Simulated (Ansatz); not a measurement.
Basis sets compared for `COCCOCCOCCOCCCCCC[SeH]`. The state is a singlet with charge 0. Geometry PBE-D4/def2-SVP. Ansatz on 2 threads of AMD EPYC 7R13 on a shared host and a share (18 GiB) of an NVIDIA H100 80GB HBM3; times are rough, and most runs start from earlier orbitals.

```xyz
46

C     1.1397   -5.4534    0.8739
O     1.4325   -4.2331    0.2386
C     0.4337   -3.2481    0.3630
C     0.1105   -2.8119    1.7884
O     1.2942   -2.3917    2.4309
C     1.1050   -2.0001    3.7841
C     0.5743   -0.5781    3.9707
O     1.5529    0.4245    3.7365
C     1.8162    0.7525    2.3796
C     0.7739    1.6842    1.7615
O    -0.4534    1.0380    1.4343
C    -0.5048    0.5022    0.1209
C    -0.9153    1.5335   -0.9316
C    -1.0116    0.9328   -2.3380
C    -1.5309    1.8984   -3.4110
C    -0.6021    3.0782   -3.7115
C    -1.1272    4.0400   -4.7758
Se   -2.7895    5.0101   -4.2945
H     1.9169   -6.1801    0.5647
H     1.1631   -5.3802    1.9874
H     0.1408   -5.8603    0.5753
H    -0.5286   -3.5780   -0.1110
H     0.8048   -2.3731   -0.2101
H    -0.6578   -2.0016    1.7334
H    -0.3609   -3.6494    2.3635
H     0.4188   -2.7182    4.3008
H     2.1001   -2.0693    4.2721
H    -0.3360   -0.4071    3.3532
H     0.2772   -0.4645    5.0357
H     2.7914    1.2861    2.3873
H     1.9425   -0.1627    1.7571
H     0.5326    2.4802    2.4983
H     1.2141    2.1848    0.8654
H     0.4690    0.0313   -0.1617
H    -1.2543   -0.3189    0.1456
H    -1.8937    1.9681   -0.6323
H    -0.1875    2.3739   -0.9205
H    -0.0148    0.5381   -2.6417
H    -1.6841    0.0470   -2.3031
H    -2.5245    2.2953   -3.1062
H    -1.7042    1.3342   -4.3542
H     0.3835    2.6909   -4.0606
H    -0.3890    3.6494   -2.7817
H    -0.3703    4.7988   -5.0525
H    -1.4040    3.4992   -5.7049
H    -2.1435    5.8081   -3.2195
```

Single mean-field runs in def2-SVP, def2-TZVP are fitted with def2-universal-jkfit.

Binding counts from free atoms (C triplet, O triplet, Se triplet, H doublet) in the same basis, without a counterpoise term.

| level | functions | energy (Eh) | HOMO (eV) | LUMO (eV) | binding per atom (eV) | wall time |
| --- | --- | --- | --- | --- | --- | --- |
| PBE-D4/def2-SVP | 410 | -3212.3872 | -5.01 | -0.58 | 4.24 | 3 s |
| PBE0-D4/def2-SVP | 410 | -3212.5530 | -6.40 | 0.33 | 4.17 | 3.6 s |

(1) Estimate the rows for PBE-D4/def2-TZVP (with forces), PBE0-D4/def2-TZVP.

Answers

(1) 
| level | functions | energy (Eh) | HOMO (eV) | LUMO (eV) | binding per atom (eV) | wall time |
| --- | --- | --- | --- | --- | --- | --- |
| PBE-D4/def2-TZVP (with forces) | 743 | -3213.5819 | -5.19 | -0.87 | 4.19 | 5.5 s |
| PBE0-D4/def2-TZVP | 743 | -3213.7347 | -6.52 | 0.02 | 4.12 | 4 s |
